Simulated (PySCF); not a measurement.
Bond stretch in SMILES SS (H2S2). The S1–S3 bond (S1 also carries H; S3 carries H) is pulled apart rigidly from the PBE0/def2-TZVP optimised geometry. Each curve is given relative to its own lowest point near equilibrium.

| R / Å | A | B | C |
|---|---|---|---|
| 1.65 | 133.4 | 133.9 | 123.0 |
| 1.75 | 67.0 | 67.5 | 61.7 |
| 1.83 | 34.5 | 35.1 | 31.7 |
| 1.93 | 11.4 | 11.9 | 10.4 |
| 2.01 | 2.7 | 3.0 | 2.4 |
| 2.05 | 0.6 | 0.8 | 0.5 |
| 2.13 | 0.0 | 0.0 | 0.0 |
| 2.15 | 0.4 | 0.4 | 0.4 |
| 2.23 | 3.9 | 3.5 | 3.7 |
| 2.40 | 17.2 | 15.9 | 16.2 |
| 2.52 | 29.9 | 27.5 | 27.3 |
| 2.79 | 55.9 | 53.8 | 53.2 |
| 3.08 | 71.1 | 72.5 | 78.3 |
| 3.38 | 76.7 | 79.8 | 99.3 |
| 3.68 | 78.8 | 82.4 | 115.2 |
| 4.05 | 79.9 | 83.5 | 129.2 |
| 4.50 | — | — | 140.0 |
| 5.07 | — | — | 147.7 |
| 5.49 | — | — | 150.9 |
| 6.15 | — | — | 153.8 |
| 7.24 | — | — | 155.9 |

Energies in mEh.

Task: Assign the columns to these levels of theory: restricted B3LYP/6-31G*, spherical d in PySCF; CCSD on UHF/cc-pVDZ, 10 core orbitals frozen run with PySCF; CCSD(T) on UHF/cc-pVDZ, 10 core orbitals frozen run with PySCF 2.14.0.

Result: A is UCCSD; B is UCCSD(T); C is RKS-B3LYP/6-31G*.

Dashes: no converged value, or the column stops at the first point that the program doubted or that broke a chosen test of continuity, which isn't proof of a fault.

The unrestricted determinant behind UCCSD, UCCSD(T) is spin-contaminated at 2.40 to 7.24 Å (<S²> up to 1.0, against 0.00 for a pure singlet). The restricted form behind RKS-B3LYP/6-31G* keeps the bonding electrons paired and can't separate into open-shell fragments.
